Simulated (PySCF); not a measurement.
Species: C8H13N.
SMILES with atom numbers: `[H]/[N:8]=[C:7]1\[CH2:6][CH2:5][CH2:4][C@H:3]([CH:2]=[CH2:1])[CH2:9]1`

Definitions: NICS(0) = −σiso at the ring centroid; NICS(1) = −σiso and NICS(1)zz = −σzz at ±1 Å along the ring normal z. Level: GIAO PBE0/pcSseg-1 (PySCF, non-relativistic, gas phase) on the GFN2-xTB geometry, one conformer.

Ring bond lengths (Å), with Mayer bond orders in brackets: C3–C4 1.533 (0.99), C4–C5 1.525 (1.04), C5–C6 1.531 (1.02), C6–C7 1.507 (0.98), C7–C9 1.498 (0.98), C9–C3 1.538 (0.97).

Q: Give the NICS values of each ring in ppm.

A: 
| ring | type | NICS(0) | NICS(1), two faces | NICS(1)zz, two faces | rms pucker (Å) | centre to ring atoms, mean (Å) |
| --- | --- | --- | --- | --- | --- | --- |
| C3–C4–C5–C6–C7–C9 | 6-membered carbocycle; formal bonds all single | -1.8 | -1.5 / -2.9 | 3.5 / 0.6 | 0.23 | 1.47 |

Q: What do they say, and how far can they be read as aromaticity?

A: 
- C3–C4–C5–C6–C7–C9: mean NICS(1)zz 2.1 ppm, near zero. C3, C4, C5, C6, C9 have four or more neighbours, so the value isn't read as a sign of a π ring current.

Q: At the first NICS(1) probe listed for ring C3–C4–C5–C6–C7–C9, 1 Å off the ring, how large is the induced field along the normal in 7.05 T applied along it?

A: NICSzz × B0 = 3.5 ppm × 7.05 T = 25 μT, along the applied field.

Q: Give the inner angles of the rings and the Hirshfeld charges of the ring atoms.

A: 
- C3–C4–C5–C6–C7–C9: C3 109.4° (-0.021 e), C4 110.6° (-0.069 e), C5 110.5° (-0.065 e), C6 109.8° (-0.075 e), C7 114.4° (+0.097 e), C9 110.7° (-0.076 e); sum 665.5° against 720° for a flat convex ring.

Q: How shielded are the nuclei of the rings and their hydrogens (means over atoms taken as equivalent)?

A: 
```
  atoms         environment  σ isotropic (ppm)
     C3      allylic carbon              135.5
     C4     ring CH2 carbon              150.0
     C5     ring CH2 carbon              156.1
     C6     ring CH2 carbon              142.0
     C7        imine carbon                4.4
     C9     ring CH2 carbon              138.1
H on C3    methine hydrogen              29.67
H on C4  methylene hydrogen              30.50
H on C4  methylene hydrogen              29.96
H on C5  methylene hydrogen              29.76
H on C5  methylene hydrogen              30.21
H on C6  methylene hydrogen              29.47
H on C6  methylene hydrogen              29.79
H on C9  methylene hydrogen              29.71
```

The list is cut; further classes of hydrogen are left out.
